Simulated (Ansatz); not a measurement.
Basis sets compared for closo-2-SB6 (no H on S) (B6H6S). The state is a singlet with charge 0. Geometry PBE0-D4/def2-SVP. Ansatz on 4 threads of Arm Neoverse V1 on a shared host; times are rough, and most runs start from earlier orbitals.

| atom | x (Å) | y (Å) | z (Å) |
| --- | --- | --- | --- |
| B1 | 1.0243 | 1.0536 | -0.3304 |
| B2 | 0.8289 | -0.5807 | 0.6295 |
| B3 | -0.6434 | -1.0747 | -0.2207 |
| B4 | -0.9708 | -0.2083 | 1.1325 |
| B5 | -0.8243 | 0.6534 | -0.5606 |
| B6 | 0.5553 | -0.3165 | -1.0996 |
| S7 | 0.0830 | 1.3108 | 1.2439 |
| H8 | 1.8405 | 1.8860 | -0.6009 |
| H9 | 1.6577 | -1.0434 | 1.3608 |
| H10 | -1.2438 | -2.0885 | -0.4379 |
| H11 | -1.7452 | -0.3819 | 2.0283 |
| H12 | -1.6342 | 1.4140 | -1.0090 |
| H13 | 1.0720 | -0.6237 | -2.1359 |

Binding counts from free atoms (B doublet, S triplet, H doublet) in the same basis, without a counterpoise term.

```json
{"level": "HF/STO-3G", "functions": "45", "energy (Eh)": "-542.9245", "HOMO (eV)": "-9.16", "LUMO (eV)": "4.48", "binding per atom (eV)": "4.40", "wall time": "0.2 s"}
{"level": "PBE-D4/def2-SVP", "functions": "132", "energy (Eh)": "-550.3132", "HOMO (eV)": "-7.07", "LUMO (eV)": "-3.04", "binding per atom (eV)": "4.25", "wall time": "1.4 s"}
{"level": "PBE0-D4/def2-SVP", "functions": "132", "energy (Eh)": "-550.3910", "HOMO (eV)": "-8.23", "LUMO (eV)": "-2.16", "binding per atom (eV)": "4.22", "wall time": "1.8 s"}
```

(1) Estimate the rows for HF/def2-TZVP, PBE-D4/def2-TZVP (with forces), PBE0-D4/def2-TZVP.

Answers

(1) 
| level | functions | energy (Eh) | HOMO (eV) | LUMO (eV) | binding per atom (eV) | wall time |
| --- | --- | --- | --- | --- | --- | --- |
| HF/def2-TZVP | 259 | -549.1706 | -10.63 | 1.35 | 3.09 | 2.5 s |
| PBE-D4/def2-TZVP (with forces) | 259 | -550.6079 | -7.09 | -3.18 | 4.21 | 3.9 s |
| PBE0-D4/def2-TZVP | 259 | -550.6810 | -8.20 | -2.27 | 4.17 | 5 s |
